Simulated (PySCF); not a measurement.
## Basis and Hamiltonian dependence of the ionisation energy of V²⁺

V²⁺ [Ar] 3d3 (4F) → V³⁺ [Ar] 3d2 (3F). All values are computed (PySCF 2.14, energy differences of UHF-based or UKS calculations, no spin-orbit coupling). Values in eV.

```csv
basis,Hamiltonian,functions,UHF,r2SCAN,PBE0,MP2 (valence),CCSD(T) (valence),CCSD(T) (valence and next inner shell)
def2-SVP,non-relativistic,31,28.771,n/a,n/a,29.000,n/a,n/a
6-31G*,non-relativistic,34,28.558,30.148,n/a,28.816,n/a,n/a
cc-pVDZ-DK,spin-free X2C,43,28.465,n/a,n/a,28.748,n/a,n/a
ANO-RCC-VTZP,spin-free X2C,59,28.260,29.826,29.688,28.642,28.708,29.107
aug-cc-pVDZ,non-relativistic,59,28.663,30.275,30.175,28.949,29.018,n/a
aug-cc-pVDZ-DK,spin-free X2C,59,28.453,30.078,29.983,28.741,28.812,n/a
cc-pVTZ,non-relativistic,68,28.350,n/a,n/a,28.721,n/a,n/a
aug-cc-pVTZ,non-relativistic,93,28.350,29.925,29.803,28.723,28.790,n/a
def2-QZVPPD,non-relativistic,93,28.356,29.955,29.839,28.752,28.820,29.276
dyall-av2z,non-relativistic,101,28.358,29.933,29.799,28.689,28.755,n/a
"aug-cc-pVTZ with one added diffuse shell each of s, p, d, f, g type",non-relativistic,118,28.350,29.925,29.803,28.723,n/a,n/a
"x2c-QZVPPall with one added diffuse shell each of s, p, d, f, g type",spin-free X2C,121,28.173,29.779,29.663,28.570,n/a,n/a
aug-cc-pwCVTZ,non-relativistic,127,28.342,29.931,29.808,28.751,28.817,n/a
aug-cc-pwCVTZ-DK,spin-free X2C,127,28.160,29.756,29.634,28.570,n/a,n/a
```

Frozen in the all-electron rows: valence: [Ar]; valence and next inner shell: [Ne].

At UHF, def2-SVP, aug-cc-pVDZ lie more than 0.3 eV from the median of the rows with comparable relativity. Sets contracted for the neutral atom can be stiff in a shell that they treat as core.

Non-relativistic rows lack the scalar-relativistic shift.

Between the lowest levels the reference is 29.311 eV (measured; NIST Atomic Spectra Database, ionization energies); it includes spin-orbit coupling, which these numbers lack.
